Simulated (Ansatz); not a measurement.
Cost and result up the ladder for SeBr2 (3 atoms). The state is a singlet with charge 0. Geometry: PBE-D4/def2-TZVP.

```xyz
3

Se    0.258   -0.096   -0.920
Br    1.623   -0.157    0.972
Br   -1.880    0.253   -0.052
```

Ansatz on 4 threads of Intel Xeon on a shared host. Times are rough, and most runs start from the orbitals of an earlier one. ωB97M-V/def2-TZVP serves as the yardstick here, not as an exact answer. Differences are given only for rows in sets of like size (and for xTB, whose basis is part of the method), since another set adds its own error. Binding counts from free atoms at the same level (Se triplet, Br doublet; other spins of the atoms weren't run), without zero-point energy or a counterpoise term.

LC-ωPBE has ω = 0.4 bohr⁻¹. Correlated methods freeze 27 core orbitals; core or outer-core shells of Se, Br are correlated, in sets that lack core-valence functions.

Correlated methods converge slowly with the basis.

```csv
level,functions,wall time,binding energy per atom (eV),difference from ωB97M-V/def2-TZVP (eV)
PBE-D4/def2-SVP,96,3.1 s,1.78,–
PBE0-D4/def2-SVP,96,6 s,1.60,–
PBE-D4/def2-TZVP (with forces),144,6.6 s,1.81,0.27
RPA@PBE/def2-TZVP,144,8 s,1.27,-0.27
LC-ωPBE/def2-TZVP,144,8.1 s,1.42,-0.11
r2SCAN-D4/def2-TZVP,144,10 s,1.67,0.14
MP2/def2-TZVP,144,10 s,1.58,0.04
r2SCANh-D4/def2-TZVP,144,13 s,1.62,0.08
CAM-B3LYP-D4/def2-TZVP,144,14 s,1.51,-0.03
B97M-V/def2-TZVP,144,15 s,1.59,0.06
r2SCAN0-D4/def2-TZVP,144,15 s,1.55,0.01
ωB97X-V/def2-TZVP,144,21 s,1.58,0.04
ωB97M-V/def2-TZVP,144,22 s,1.54,0.00
CCSD(T)/def2-TZVPP,144,37 s,1.48,-0.06
```
